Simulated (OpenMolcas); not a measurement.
# Fe3+, Ru3+, Os3+: d⁵ down the group

```yaml
Program: OpenMolcas 26.06
Method: MS-RASPT2, IPEA 0.25 Eh, imaginary shift 0.1 Eh
Basis: ANO-RCC-VTZP
Scalar_Hamiltonian: DKH2, point nucleus
Spin-orbit_coupling: RASSI with atomic mean-field integrals over the reference wave functions, term energies averaged over their components
```

Active space for each ion: 5 electrons in 9 orbitals (RAS2 d s; RAS3 p, at most 2 electrons); closed shells correlated by CASPT2: Fe3+ 3s 3p; Ru3+ 4s 4p; Os3+ 5s 5p.

Computed levels in cm-1 above ⁶S_5/2:

```json
{"Level": "⁴G_7/2", "Fe3+": "33080", "Ru3+": "23930", "Os3+": "21440"}
{"Level": "⁴G_11/2", "Fe3+": "33100", "Ru3+": "24030", "Os3+": "22670"}
{"Level": "⁴G_9/2", "Fe3+": "33110", "Ru3+": "24090", "Os3+": "23400"}
{"Level": "⁴P_1/2", "Fe3+": "36510", "Ru3+": "27110", "Os3+": "24120"}
{"Level": "⁴D_7/2", "Fe3+": "39430", "Ru3+": "28330", "Os3+": "27350"}
{"Level": "⁴D_1/2", "Fe3+": "39540", "Ru3+": "29230", "Os3+": "30500"}
{"Level": "²I_11/2", "Fe3+": "48560", "Ru3+": "35250", "Os3+": "33210"}
{"Level": "²I_13/2", "Fe3+": "48660", "Ru3+": "35820", "Os3+": "36350"}
{"Level": "²F_7/2(1)", "Fe3+": "53190", "Ru3+": "40520", "Os3+": "44790"}
{"Level": "weight of ⁶S in the lowest level (%)", "Fe3+": "100", "Ru3+": "99", "Os3+": "87"}
```

Mixed levels, with the weight of the term that names them: Ru3+ ⁴P_1/2 (72 %), Ru3+ ⁴D_1/2 (73 %), Ru3+ ²F_7/2(1) (71 %), Os3+ ⁴G_7/2 (66 %), Os3+ ⁴P_1/2 (62 %), Os3+ ⁴D_7/2 (69 %), Os3+ ⁴D_1/2 (67 %), Os3+ ²I_11/2 (74 %), Os3+ ²F_7/2(1) (55 %).

Measured, with the error of the calculation in %. Measured levels: Fe3+ from Corliss and Sugar, J. Phys. Chem. Ref. Data 11, 135 (1982).

| Level | Fe3+ |
| --- | --- |
| ⁴G_11/2 | 32246 (+2.6) |
| ⁴P_1/2 | 35407 (+3.1) |
| ⁴D_7/2 | 38779 (+1.7) |
| ⁴D_1/2 | 38897 (+1.7) |
| ²F_7/2(1) | 51394 (+3.5) |

Without spin-orbit coupling ⁴G lies 33090, 23990, 22200 cm-1 above ⁶S in that order; the difference to the level ⁴G_7/2, of either sign, comes from spin-orbit coupling, which also lowers the zero.

CASPT2 breaks the degeneracy within a term, and the mean is taken; among the terms shown or strongly mixed into the levels shown the widest spread is 320 cm-1 (3d⁵ ⁴G, Fe3+). Over all roots computed the reference weight is 0.90 to 0.96 in Fe3+; the roots of lowest weight are the least certain, and an intruder state may touch them. Some high roots are left out of the spin-orbit mixing, which shifts the levels that they would mix with. Terms from blocks run as CI alone lack orbitals of their own. Blocks of more than 70 roots (2S+1 = 2 even) ran without multistate coupling (holds for Fe3+). Blocks of more than 70 roots (2S+1 = 4 even, 2 even) ran without multistate coupling (holds for Ru3+; Os3+). Computed and measured levels are paired by configuration, term and J; levels that our copy of the source lacks, or whose pairing is in doubt (as where it misses far off the trend of its configuration), stay unpaired and out of the deviations. Only configurations of the active space appear.

A number in round brackets counts repeated terms of one configuration in the order of the reference energies.
